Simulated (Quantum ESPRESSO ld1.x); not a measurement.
Task: The mean radii <r> (bohr) of the occupied orbitals of an atom or ion are listed with their occupations. Calculated with ld1.x of Quantum ESPRESSO 7.5: scalar-relativistic Kohn-Sham, revPBE, spin-unpolarised, spherical densities, point nucleus.

| orbital | occ. | <r> |
|---|---|---|
| 1s | 2 | 0.02037 |
| 2s | 2 | 0.08645 |
| 2p | 6 | 0.07672 |
| 3s | 2 | 0.2252 |
| 3p | 6 | 0.2244 |
| 3d | 10 | 0.2036 |
| 4s | 2 | 0.5015 |
| 4p | 6 | 0.5283 |
| 4d | 10 | 0.5591 |
| 4f | 7 | 0.6019 |

Name the element and its charge.

Result: Z = 68, erbium, charge +15: Er15+ in [Kr] 4d10 4f7. The 1s radius gives Z: for a bare nucleus <r> = (2 gamma + 1)/(2Z) with gamma = sqrt(1 - (Z/c)^2), 0.02012 bohr for Z = 68, and screening makes it slightly larger (0.02037 here). The occupations add up to 53, and the charge is Z minus that.
